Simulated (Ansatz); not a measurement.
C₂H₇NSSi, SMILES `C=CN[SiH2]S`. Total charge 0; spin multiplicity 1.

Cartesian coordinates in Å:
```
C 0.031 -1.968 1.284
C 0.364 -1.024 0.407
N 0.157 0.338 0.546
Si 0.312 1.502 -0.714
S -1.507 2.063 -1.689
H 0.264 -3.003 1.082
H -0.469 -1.736 2.218
H 0.865 -1.296 -0.519
H -0.319 0.597 1.398
H 1.262 0.903 -1.680
H 0.790 2.786 -0.151
H -1.749 0.837 -2.182
```

(1) List the harmonic frequencies (cm⁻¹, unscaled) at PBE0-D4/def2-TZVP in Ansatz. (Estimate.)

(2) Is this a minimum?

(3) Give the ideal-gas thermochemistry at 298.15 K and 1 bar (rigid rotor, harmonic oscillator; point group C1, symmetry number 1).

(4) Rotational constants (cm⁻¹)?

Answers

(1) Ansatz gave: 43, 99, 180, 214, 266, 428, 503, 512, 558, 707, 710, 796, 835, 846, 894, 915, 1008, 1023, 1236, 1337, 1357, 1466, 1716, 2243, 2256, 2707, 3164, 3170, 3268, 3597.

(2) Yes, all 30 modes are real.

(3) Zero-point energy 227.6 kJ/mol; H(298) − E = 250.0 kJ/mol; entropy 361.7 J/(mol·K), of which translation 166.9, rotation 115.6, vibration 79.2; G(298) − E = 142.1 kJ/mol. Modes under 100 cm⁻¹ are hindered rotations or soft bends, so the harmonic entropy is rough.

(4) 0.2622, 0.0443, 0.04045.
